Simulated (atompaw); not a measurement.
# Before and after: PAW (atompaw) potential for Li (Z = 3)

- Element: lithium (Li)
- Generator: atompaw 4.2.0.5
- Type: PAW
- Functional: LDA (PW92)
- Relativity: scalar-relativistic
- Frozen core: [He]
- Valence charge: 1
- Reference configuration: 2s0.75 2p0 (charge +0.25)
- Partial waves: 2s (bound): rc 3.00 bohr; 2s channel at 3.65 Ry: rc 3.00 bohr; 2p (bound, empty): rc 3.00 bohr; 2p channel at 0.25 Ry: rc 3.00 bohr
- Local potential: bessel scheme, radius 2.05 bohr
- Core correction: smooth core density matched at 2.60 bohr
- Augmentation charge: besselshape compensation charge, radius 2.70 bohr; PAW radius 3.00 bohr; waves and projectors: custom polynom vanderbiltortho

Change: augmentation besselshape compensation charge, radius 2.70 bohr; PAW radius 3.00 bohr; waves and projectors: custom rrkj gramschmidtortho.

Cutoffs: the cutoffs (Ry, on a coarse ladder) from which the occupation-weighted sum of valence levels, in a spherical-Bessel basis at the reference potential, stays within 10 and 1 mRy of its value at 400 Ry; they do not see the model core or the augmentation charge, which bear on the density cutoff.

Question: What does the change do?

Answer: Both files are so soft that the ladder of cutoffs tells neither apart; the range in which the s phases agree narrows (upper end at the end of the scan → 2.4); the range in which the p phases agree narrows (upper end at the end of the scan → 1.9); neither file shows a bound ghost.

| quantity | base | changed |
| --- | --- | --- |
| cutoff, loose | 6 Ry | 6 Ry |
| cutoff, tight | 6 Ry | 6 Ry |
| bound ghosts | none | none |
| s: phases at 3.00 bohr within 0.05 rad from the reference energy up to (Ry; the scan ends near 5) | to the end of the scan | 2.4 |
| p: phases at 3.00 bohr within 0.05 rad from the reference energy up to (Ry; the scan ends near 5) | to the end of the scan | 1.9 |
| lowest overlap eigenvalue by channel | s 0.23, p 0.97 | s 0.22, p 0.98 |

 The cutoffs see the waves, projectors and local potential, not the compensation charge or the core.
